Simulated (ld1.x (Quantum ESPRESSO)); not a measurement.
**Reading a pseudo-wave (cobalt)**

Columns: radius, all-electron u(r) and pseudo u(r) of the 3d shell (level -8.10 eV) of cobalt in the configuration [Ne] 3s2 3p6 3d7 4s2 4p0; BLYP, scalar-relativistic, RRKJ scheme, ld1.x (Quantum ESPRESSO) 7.5.

```csv
r (bohr),all-electron,pseudo
0.072,0.0378,0.0038
0.145,0.1783,0.0295
0.217,0.3660,0.0929
0.290,0.5523,0.2024
0.362,0.7050,0.3508
0.435,0.8197,0.5274
0.507,0.8945,0.7063
0.580,0.9366,0.8691
0.652,0.9513,0.9922
0.725,0.9460,1.0668
0.798,0.9264,1.0880
0.870,0.8977,1.0633
0.942,0.8630,1.0059
1.015,0.8245,0.9299
1.088,0.7842,0.8504
1.160,0.7441,0.7789
1.232,0.7044,0.7186
1.305,0.6652,0.6690
1.378,0.6274,0.6279
1.450,0.5917,0.5917
1.522,0.5576,0.5576
1.595,0.5248,0.5248
1.668,0.4938,0.4938
1.740,0.4649,0.4649
1.812,0.4377,0.4377
1.885,0.4117,0.4117
```

Q: How many radial nodes do the two functions have?

A: The all-electron 3d function has n − l − 1 = 0; the pseudo-wave has 0.

Q: At about which radius was the pseudo-wave matched?

A: 1.45 bohr, where the columns begin to agree (steps of 0.07 bohr).

Q: Where does each function peak?

A: Outermost all-electron maximum near 0.65 bohr, pseudo maximum near 0.80 bohr (to the table’s step).

Q: Is the pseudo-wave norm-conserving?

A: Yes: the RRKJ scheme keeps the norm inside the radius equal to the all-electron one, which fixes the energy derivative of the logarithmic derivative at the level.
